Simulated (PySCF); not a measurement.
CH₈N₂Si₃, SMILES N[Si@@H]1N=C([SiH3])[SiH2]1.

Geometry optimised at B3LYP-D3(BJ)/def2-SVP. The structure was generated by enumeration; whether it is a known compound was not checked. Other conformers were not sampled.

Computed with TDDFT-M06-2X/def2-SVPD (PySCF).

Vertical excitations. 

```
state  energy (eV)  λ (nm)      f                                                                  main pairs
-----  -----------  ------  -----  --------------------------------------------------------------------------
S1            2.76     449  0.000                                                              HOMO→LUMO 95 %
S2            4.90     253  0.001                                                            HOMO−1→LUMO 89 %
S3            5.08     244  0.011                                          HOMO→LUMO+1 77 %, HOMO→LUMO+2 15 %
S4            5.26     236  0.009                        HOMO→LUMO+2 60 %, HOMO→LUMO+1 12 %, HOMO→LUMO+3 12 %
S5            5.69     218  0.003                                          HOMO→LUMO+4 76 %, HOMO→LUMO+3 18 %
S6            6.04     205  0.014    HOMO→LUMO+3 51 %, HOMO→LUMO+2 15 %, HOMO→LUMO+4 13 %, HOMO−1→LUMO+1 10 %
S7            6.28     197  0.045                    HOMO−1→LUMO+1 39 %, HOMO−1→LUMO+2 23 %, HOMO−2→LUMO 12 %
S8            6.37     195  0.094                    HOMO−1→LUMO+1 35 %, HOMO−2→LUMO 24 %, HOMO−1→LUMO+2 15 %
S9            6.47     192  0.034   HOMO−1→LUMO+2 34 %, HOMO−2→LUMO 32 %, HOMO−1→LUMO+3 12 %, HOMO−7→LUMO 9 %
S10           6.74     184  0.002  HOMO−1→LUMO+3 29 %, HOMO−3→LUMO 20 %, HOMO→LUMO+7 19 %, HOMO−1→LUMO+4 11 %
T1            2.32     534      0                                                              HOMO→LUMO 93 %
T2            4.72     263      0                                                            HOMO−1→LUMO 81 %
T3            4.90     253      0                                                            HOMO→LUMO+1 71 %
T4            5.01     247      0                                          HOMO−3→LUMO 51 %, HOMO→LUMO+2 14 %
```
Triplets are in the Tamm–Dancoff approximation, which puts them higher than full response would, so one can lie above its singlet here.
